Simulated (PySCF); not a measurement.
What does the PBE0-D3(BJ)/def2-SVP structure of `C1C[C@H]2CCCC[C@@]12C=O` look like in three dimensions?

```
atom  x, y, z in Å
O1     1.9344   -1.2306    1.7005
C2     1.5388   -0.1600    1.3232
C3     0.7576    0.0955    0.0653
C4     0.5186   -1.1831   -0.7367
C5    -0.7322   -1.9308   -0.2925
C6    -1.9662   -1.0466   -0.4213
C7    -1.8519    0.1839    0.4721
C8    -0.5436    0.9333    0.2937
C9    -0.2083    1.7229   -0.9845
C10    1.2540    1.2843   -0.8002
H11    1.7332    0.7682    1.9290
H12    1.4088   -1.8237   -0.6407
H13    0.4170   -0.9310   -1.8058
H14   -0.8503   -2.8461   -0.8943
H15   -0.6132   -2.2601    0.7548
H16   -2.0851   -0.7421   -1.4772
H17   -2.8775   -1.6084   -0.1613
H18   -1.9262   -0.1420    1.5247
H19   -2.6959    0.8748    0.3040
H20   -0.3798    1.5994    1.1595
H21   -0.4325    2.8001   -0.9929
H22   -0.6605    1.2676   -1.8790
H23    1.8185    2.0127   -0.1957
H24    1.8503    1.0257   -1.6881
```

Orientation and origin are arbitrary. Atoms count from 1 in this order. The C–C distances run from 1.503 Å (C2–C3, drawn single) to 1.564 Å (C3–C8, drawn single), a spread of 0.061 Å. The 4-membered ring C3–C8–C9–C10 has internal angles of 86.4° to 88.9° (sum 352°, against 360° for a flat polygon); it is puckered, 0.15 Å rms from its mean plane, widest ring torsion 22°. The 6-membered ring C3–C4–C5–C6–C7–C8 has internal angles of 110.8° to 118.0° (sum 679°, against 720° for a flat polygon); it is puckered, 0.21 Å rms from its mean plane, widest ring torsion 62°. Of the pairs four or more bonds apart, O1···H12 is among the closest relative to their van der Waals radii: 2.47 Å, 91 % of the sum of Bondi's values.

Bonds between heavy atoms (Å): O1=C2 1.202, C2–C3 1.503, C3–C4 1.528, C4–C5 1.523, C5–C6 1.524, C6–C7 1.525, C7–C8 1.518, C8–C9 1.539, C9–C10 1.538, C3–C8 1.564, C3–C10 1.552.

The calculation used PBE0-D3(BJ)/def2-SVP geometry optimisation, gas phase (PySCF).

Point group: C1 (no symmetry element, even within 0.4 Å). PBE0-D3(BJ)/def2-SVP frequencies: not computed here. The numbers are those of one conformer (O1–C2–C3–C4 -1°, C2–C3–C4–C5 87°, C3–C4–C5–C6 58°, C4–C5–C6–C7 -62°, C5–C6–C7–C8 51°).

The run took 3.0 min on one thread, x86-64 server (shared host). That covers the optimisation of the geometry.
